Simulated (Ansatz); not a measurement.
A nudged elastic band was laid between two geometries of C2H9AlGeSi (14 atoms, charge 0, multiplicity 1).

These are results of RHF/def2-mTZVP in Ansatz 0.2.0, not measurements.

| Item | Value |
| --- | --- |
| movable images | 5 |
| climbing image | yes |
| spring | 5.0 eV/Å² |
| optimiser | quadratic models (default) |
| start path | IDPP |
| force threshold | 0.5 eV/Å |
| iteration limit | 60 |
| end points | relaxed |

Image 0:

```xyz
14
Properties=species:S:1:pos:R:3
C -2.028 0.734 -0.401
C -0.989 -0.097 -0.473
Al -0.560 -0.836 -2.231
Ge -0.011 -0.519 1.177
Si 2.160 0.533 1.220
H -2.371 1.186 0.518
H -2.609 1.014 -1.267
H 0.653 -1.830 -2.416
H -1.465 -0.411 -3.455
H 0.172 -2.046 1.295
H -0.833 -0.043 2.393
H 2.906 0.221 -0.018
H 2.011 2.000 1.310
H 2.951 0.066 2.376
```

Image 6:

```xyz
14
Properties=species:S:1:pos:R:3
C -2.071 0.720 0.046
C -1.032 0.005 -0.384
Al -0.780 -0.128 -2.318
Ge 0.126 -0.861 0.945
Si 2.265 0.241 1.121
H -2.321 0.844 1.089
H -2.746 1.226 -0.628
H 0.421 -0.957 -2.922
H -1.817 0.612 -3.254
H 0.357 -2.334 0.548
H -0.574 -0.844 2.320
H 3.188 -0.532 1.975
H 2.876 0.393 -0.216
H 2.097 1.587 1.706
```

(1) What changes between the two ends?

(2) Give the energies along the band, and the barrier.

(3) What is the geometry of the highest image?

Results:

(1) No bond is made or broken. The dihedral C2–Ge4–Si5–H12 goes from -52 to -172°. The two ends are copies of one structure, up to a mirror image or an exchange of like atoms.

(2) It converged. The highest image is number 3 of 0 to 6, 1.7 kcal/mol above the ends, which have the same energy within 2 meV. The threshold of 0.5 eV/Å is loose, so the images may lie well off the minimum-energy path. The order of the stationary point at the top wasn't checked.

```tsv
image	path coordinate (Å)	energy (kcal/mol)	dihedral C2–Ge4–Si5–H12 (°)
0	0.00	0.0	-52
1	0.80	0.8	-71
2	1.60	1.4	-91
3	2.40	1.7	-111
4	3.20	1.5	-132
5	3.99	0.9	-152
6	4.79	0.0	-172
```

(3) 
```xyz
14
Properties=species:S:1:pos:R:3
C -2.097 0.697 0.001
C -1.046 -0.020 -0.394
Al -0.790 -0.251 -2.318
Ge 0.145 -0.771 0.974
Si 2.310 0.303 1.126
H -2.344 0.878 1.036
H -2.756 1.193 -0.697
H 0.425 -1.100 -2.862
H -1.829 0.427 -3.295
H 0.394 -2.262 0.677
H -0.547 -0.673 2.349
H 3.358 -0.632 0.656
H 2.217 1.490 0.240
H 2.547 0.693 2.535
```

The run took 49 s on 2 threads of Intel(R) Xeon(R) Platinum 8488C (Sapphire Rapids) (shared host), peak memory 0.45 GiB.
